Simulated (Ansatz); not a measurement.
`[GeH3][NH][GeH3]` + HCl → `[Cl][GeH3]` + `[NH2][GeH3]`  (ligand exchange at a Ge–N bond)

Program: Ansatz. Geometries: PBE0-D4/def2-TZVP. ΔE: electronic, gas phase. CCSD(T)/CBS is the MP2 limit (def2-TZVPP, def2-QZVPP) plus CCSD(T) − MP2 in def2-TZVPP, frozen cores. This one scheme is used for every species. DFT in def2-TZVPP. For Ge outer-core shells are correlated without core-valence functions, which leaves a few kJ/mol of doubt a bond. Scalar relativity is left out up to krypton.

CCSD(T)/CBS gives -0.62 eV.

Q: Another level gave -0.73 eV. Which?
A. CCSD/def2-TZVPP
B. revPBE/def2-TZVPP
C. B97M-V/def2-TZVPP
D. PBE-QIDH/def2-TZVPP

A: C. B97M-V -0.73, CCSD/def2-TZVPP -0.61, revPBE -0.78, PBE-QIDH -0.68 eV.

Largest T1 diagnostic among the species: 0.011.

In def2-TZVPP, CCSD(T) changes the Hartree–Fock value by +0.19 eV (the triples alone add +0.02 eV) and MP2 by +0.18 eV. Leaving LDA and LC-ωPBE aside and taking each functional with its dispersion term where it has one, the values, not all of them listed here, spread over 0.05 eV, from B97M-V to CAM-B3LYP-D4. LDA lies +0.10 eV from PBE without D4.
